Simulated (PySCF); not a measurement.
**C₆ coefficients of unlike pairs at UHF**

Calculated with PySCF 2.14 from the dipole response of each species, C₆(A,B) = (3/π) ∫ α_A(iu) α_B(iu) du, in atomic units, from isotropic polarisabilities. For ions this is the dispersion term alone; charge-induced terms of lower order in 1/R come first.

```
species           configuration                                      basis      relativity  α (bohr³)  C₆ (like pair)
   Co²⁺           [Ar] 3d7 (4F)                 aug-cc-pVQZ (9s8p6d4f3g2h)            none      2.851           7.959
     Hf  [Xe] 4f14 5d2 6s2 (3F)  aug-cc-pVTZ-PP with ECP60MDF (6s6p5d3f2g)  core potential      121.7            1735
    N³⁺           [He] 2s2 (1S)                    dyall-acv3z (15s9p4d2f)   spin-free X2C      2.231           2.249
   Sc³⁺               [Ar] (1S)              aug-cc-pVQZ-DK (9s8p6d4f3g2h)   spin-free X2C      2.126           5.526
```

(1) Estimate C₆ for Sc³⁺ with Hf.

No spin-orbit coupling is included.

The other pairs:

| pair | C₆ |
| --- | --- |
| Sc³⁺, Co²⁺ | 6.600 |
| N³⁺, Hf | 53.06 |
| N³⁺, Co²⁺ | 3.909 |
| Hf, Co²⁺ | 79.06 |
| Sc³⁺, N³⁺ | 3.205 |

## Answers

(1) The integral gives 62.34. The combination rule 2 C_A C_B / (C_A α_B/α_A + C_B α_A/α_B) gives 55.31 and the geometric mean 97.91.
